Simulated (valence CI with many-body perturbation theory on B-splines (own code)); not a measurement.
Values are calculated unless marked as measured or tabulated.
Sensitivity of CI+MBPT for Ta68+

Method: relativistic CI+MBPT: three valence electrons over a frozen Dirac-Fock core [He], a basis of 6 s, 6 p, 5 d, 3 f, 1 g functions for each j, with the one-electron correlation potential Σ1 (screened to all orders), the two-electron term Σ2, the three-electron term Σ3, Breit, model QED; selected single and double excitations, second order for the rest, scaled by the run's own slope (own B-spline code, finite nucleus).

No measured spectrum was set against this ion. As an estimate, large intervals hold to a few tenths of a per cent, small ones and those within an open d or f shell to about a per cent.

The reference run has the lowest level (2s^2 2p1/2) J=1/2 and an ionisation energy of 18240.7 eV. Its largest variational space holds 3404 state functions.

Levels are named by their leading jj configuration (3d3/2^4 stands for four electrons in 3d with j = 3/2), which in mixed levels can hold well under half, so a name can repeat and another be missing. Letters in brackets count levels of one name in rising energy.

Changed runs:
A. scale of Σ1 1 → 0; scale of Σ2 1 → 0; three-electron term on → off
B. scale of Σ1 1 → 0.9
C. screening of Σ1 on → off
D. start configuration 2s2 2p1 → 2s3 (bad on purpose)

Excitation energies of the reference run in cm⁻¹, and shifts in cm⁻¹:

```csv
Level,Reference,A,B,C
(2s 2p1/2^2) J=1/2,2136540,+4225,+281,+0.2
(2s^2 2p3/2) J=3/2,11088100,-1501,-171,-0.3
(2s 2p1/2 2p3/2) J=3/2 [a],12591900,+1571,+106,-0.1
(2s 2p1/2 2p3/2) J=5/2,12918000,+2138,+106,-0.1
(2s 2p1/2 2p3/2) J=1/2,13493800,+4222,+106,-0.2
(2s 2p1/2 2p3/2) J=3/2 [b],13510400,+3593,+106,-0.1
(2p1/2^2 2p3/2) J=3/2,15728600,+8202,+381,+0.1
(2s 2p3/2^2) J=5/2,23823700,+88,-71,-0.4
(2s 2p3/2^2) J=1/2,24691800,+672,-72,-0.5
(2s 2p3/2^2) J=3/2,24697200,+2293,-71,-0.5
(2p1/2 2p3/2^2) J=3/2,26424400,+6138,+212,-0.3
(2p1/2 2p3/2^2) J=5/2,26607100,+5760,+211,-0.3
Ionisation energy (eV),18240.7,-0.38,-0.054,-0.001
```

Run D: It gave no result: a shell was given more electrons than it holds. The program said: "a valence shell holds more than 4l+2 electrons".
